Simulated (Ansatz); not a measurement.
Mulliken charges of `N=C(F)[S][GeH3]` from r2SCAN/def2-TZVPP in Ansatz (PBE0-D4/def2-TZVP geometry).

```
atom   x (Å)   y (Å)   z (Å)  charge (e)
  N1   2.569   0.133  -0.532      -0.305
  C2   1.373   0.046  -0.199       0.271
  F3   0.972  -0.299   1.048      -0.193
  S4   0.054   0.359  -1.303      -0.163
 Ge5  -1.726  -0.003   0.009       0.185
  H6   3.197  -0.083   0.238       0.169
  H7  -2.889   0.268  -0.953       0.010
  H8  -1.733  -1.455   0.497       0.013
  H9  -1.729   0.987   1.178       0.013
```

Task: By hand: the dipole of these point charges (1 e Å = 4.8032 D).

Result: Σ q r = (-0.461, -0.047, 0.173) e Å, of length 0.495 e Å = 2.38 D.

Task: How does the dipole of the full density compare? (An estimate is asked.)

Result: Computed: (-0.357, -0.088, 0.318) e Å, 2.33 D; the point charges give 1.02 times that, at 21° from its direction.

Point charges leave out the atoms' own dipoles, such as those of lone pairs, and Mulliken's split depends on the basis, so the two needn't agree.
